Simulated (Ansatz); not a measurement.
Reaction (redistribution): `CB(O)[SeH]` + `OC(F)[SiH2][SiH3]` → `CB(O)[SiH2][SiH3]` + `OC(F)[SeH]`

Gas-phase electronic energies from Ansatz, PBE0-D4/def2-TZVP geometries. CBS: MP2 limit from def2 TZ/QZ plus the TZ coupled-cluster correction, frozen cores. DFT in def2-TZVPP. B3LYP here is the variant with VWN-RPA as its local correlation; programs differ in this. For Se outer-core shells are correlated without core-valence functions, which leaves a few kJ/mol of doubt a bond. Scalar relativity is left out up to krypton. One conformer a species, not always the lowest.

(1) Is it downhill or uphill in electronic energy at CCSD(T)/CBS, and by how much? (Best estimate.)

(2) What do these levels give: PBE0-D4, B2PLYP, r2SCAN, B3LYP, CCSD(T)/def2-TZVPP, SCS-MP2/def2-QZVPP? (An estimate is asked.)

Largest T1 diagnostic among the species: 0.014.

Results:

(1) Ansatz gave: Uphill: ΔE = +0.98 eV.

(2) Computed: PBE0-D4 0.89, B2PLYP 0.97, r2SCAN 0.91, B3LYP 0.93, CCSD(T)/def2-TZVPP 0.95, SCS-MP2/def2-QZVPP 1.02 eV.

From PBE to PBE0 (25 % exact exchange), in def2-TZVPP and without D4, ΔE moves by +0.07 eV. In def2-TZVPP, CCSD(T) changes the Hartree–Fock value by −0.13 eV (the triples alone add −0.03 eV) and MP2 by −0.07 eV.
